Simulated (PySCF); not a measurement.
NMR data simulated for an unnamed compound:

1H NMR (500 MHz, computed): δ 8.79 (s, 1H), 8.73 (d, 1H), 7.67 (d, 1H), 7.33 (m, 1H), 3.91 (t, 3H), 2.30 (q, 2H).

13C{1H} NMR (computed): δ 154.7 (CH), 152.2 (CH), 141.0 (C), 140.2 (CH), 128.2 (CH), 18.3 (CH2).

PySCF 2.14.0 with density-fitted response routines calculation with geometry from GFN2-xTB and NMR shieldings at PBE0/pcSseg-1/GIAO; non-relativistic Hamiltonian, fast rotation and ring inversion assumed for equivalent nuclei, gas phase, single conformer.

δ = σ(ref) − σ, references computed at the same level: TMS for 1H, 13C.

Problem. Which of these does the molecule contain: a heteroaromatic ring, a CH3CH2 unit, an NH or NH2 group, a nitrile, a Si–H bond?

Solution. 
- A heteroaromatic ring: yes.
- A CH3CH2 unit: no.
- An NH or NH2 group: no.
- A nitrile: no.
- A Si–H bond: yes (δH 3.91 (t)).

The data belong to SMILES c1ccc(C[SiH3])cn1, C6H9NSi; they needn't prove each group on their own.

Carbon signals by region: 5 in the sp2 and nitrile region (100–160 ppm), 1 below 50 ppm.

Shifts are as computed. Against solution values, carbons near 30 ppm lie about +3 ppm off and those near 130 ppm about +5 ppm (rms about the fit 2.1 ppm; single classes can miss by 10 ppm). Of 1328 compounds with measured shifts, 309 miss one by over three times the rms of a fit or turn the order of signals round; such compounds aren't used in these exercises. Signals without a measured value on file couldn't be tested in this way; 1H shifts scatter by 0.2 ppm about their fit, and single ones miss by 0.5 ppm. No couplings were computed; multiplicities are counted from neighbouring protons, with m where these are inequivalent, close in shift, in a saturated or five-membered ring or joined by F or P, and br s for small geminal =CH2 splittings.
